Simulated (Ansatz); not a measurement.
Stepwise reaction of `F[SiH2][SiH](F)F` with hydrogen, as a gas-phase model of exchange steps in deposition or etching. ΔE in kJ/mol; ΔG adds harmonic PBE0-D4 terms to CCSD(T)/CBS, at 1 bar.

Calculated with Ansatz (gas phase, PBE0-D4/def2-TZVP geometries, no zero-point term in ΔE). CBS: MP2 limit from def2 TZ/QZ plus the TZ coupled-cluster correction, frozen cores. This one scheme is used for every species. DFT in def2-TZVPP. B3LYP here is the variant with VWN-RPA as its local correlation; programs differ in this. One conformer a species, not always the lowest.

```tsv
step	reaction	PBE-D4	B3LYP-D4	ωB97M-V	CCSD(T)/CBS	ΔG(400 K)
1	`F[SiH2][SiH](F)F` + H₂ → `F[SiH](F)[SiH3]` + H–F	87.2	97.7	95.5	92.7	93.0
2	`F[SiH](F)[SiH3]` + H₂ → `F[SiH2][SiH3]` + H–F	122.3	130.5	130.5	126.7	127.1
3	`F[SiH2][SiH3]` + H₂ → `[SiH3][SiH3]` + H–F	91.1	101.0	99.7	96.7	103.0
```

Task: By hand: ΔE of the 3 steps together at CCSD(T)/CBS.

Result: (92.7) + (126.7) + (96.7) = 316.1 kJ/mol, or 105.4 kJ/mol a step.

In ΔE step 1 is the lowest and step 2 the highest. All are uphill at CCSD(T)/CBS. ΔG lies between 93.0 and 127.1 kJ/mol a step. PBE-D4 differs from CCSD(T)/CBS by -5.6 to -4.4 kJ/mol a step. Isolated molecules leave out the surface, adducts and barriers. Largest T1 diagnostic: 0.013.
